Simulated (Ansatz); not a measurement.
Born–Oppenheimer molecular dynamics of CH3Cl3Si (8 atoms, charge 0, multiplicity 1). It starts at the highest image of a converged band. Of that band: Neighbouring images differ by up to 1.5 eV, so the band resolves the path poorly. A vibrational analysis at the climbing image gives one clearly imaginary mode, 336i cm⁻¹: a first-order saddle point.

The calculation used Ansatz, RKS r2SCAN/def2-SVP.

| Item | Value |
| --- | --- |
| ensemble | NVE (velocity Verlet) |
| time step | 0.5 fs |
| steps asked | 200 |
| starting velocities drawn for | 100 K |
| seed | 3400 |

First frame:

```xyz
8
Properties=species:S:1:pos:R:3
Si -0.551 0.540 0.465
Cl 2.165 -0.531 0.800
C -0.390 -0.400 -0.965
H 1.139 -0.647 -0.187
Cl -0.030 2.494 0.602
Cl -1.283 -0.177 2.214
H -0.873 -1.381 -1.016
H -0.177 0.102 -1.915
```

(1) How far do the bonds stretch over the last three quarters of this one trajectory? (Pairs bonded in most of those frames.)

## Answers

(1) 
| bond | mean (Å) | spread (Å) | shortest | longest |
| --- | --- | --- | --- | --- |
| Si1–C3 | 1.707 | 0.006 | 1.69 | 1.72 |
| Si1–Cl5 | 2.032 | 0.014 | 2.01 | 2.06 |
| Si1–Cl6 | 2.028 | 0.016 | 2.01 | 2.06 |
| Cl2–H4 | 1.354 | 0.047 | 1.27 | 1.44 |
| C3–H7 | 1.095 | 0.006 | 1.08 | 1.11 |
| C3–H8 | 1.095 | 0.007 | 1.08 | 1.11 |

Mean temperature of the second half: 104 K. The conserved energy stayed within 0.038 meV per atom of its start (net change 0.0041 meV per atom), so the integration is sound. A run of 0.1 ps of so small a system gives no equilibrium averages. The orbitals stay closed-shell, which can raise the energy where a bond breaks towards radicals; this wasn't checked here.

Time of the run: 11 min on 2 threads of Arm Neoverse V2, with other jobs on the host, peak memory 0.16 GiB.
